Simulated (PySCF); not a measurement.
SMILES C[SiH2][NH][GeH3] (CH9GeNSi), CAM-B3LYP/def2-SVP optimised geometry.

```
13

Si    -0.88    -0.19     0.00
C      1.00    -0.19     0.00
N     -1.46    -1.00     1.42
Ge    -0.70    -2.35     2.40
H     -1.40     1.21     0.00
H     -1.35    -0.82    -1.27
H      1.40     0.32     0.89
H      1.38     0.34    -0.89
H      1.40    -1.21    -0.03
H     -2.43    -0.82     1.67
H     -0.48    -3.62     1.55
H      0.65    -1.90     2.96
H     -1.67    -2.66     3.55
```

Density from CAM-B3LYP/def2-TZVP in PySCF at that geometry.

Minimum of the electron density along straight lines between bonded atoms, close to the bond critical point (lines longer than 1.1 times the sum of covalent radii, or with two minima, are not listed):

```csv
bond,length / Å,ρ at the minimum / e bohr⁻³,∇²ρ there / e bohr⁻⁵,position (fraction from the first atom)
Si1–C2,1.873,0.123,0.17,0.39
Si1–N3,1.738,0.129,?,0.40
N3–Ge4,1.837,0.138,?,0.53
Si1–H5,1.493,0.121,0.14,0.49
Si1–H6,1.497,0.121,0.13,0.49
C2–H7,1.100,0.268,-0.88,0.64
C2–H8,1.101,0.267,-0.88,0.64
C2–H9,1.101,0.266,-0.87,0.64
N3–H10,1.016,0.327,-1.53,0.73
Ge4–H11,1.541,0.133,0.06,0.59
Ge4–H12,1.537,0.135,0.06,0.59
Ge4–H13,1.535,0.135,?,0.59
```

Task: Some entries are withheld; supply them.

Result: 
- Si1–N3, ∇²ρ there / e bohr⁻⁵: 0.51
- N3–Ge4, ∇²ρ there / e bohr⁻⁵: 0.42
- Ge4–H13, ∇²ρ there / e bohr⁻⁵: 0.05
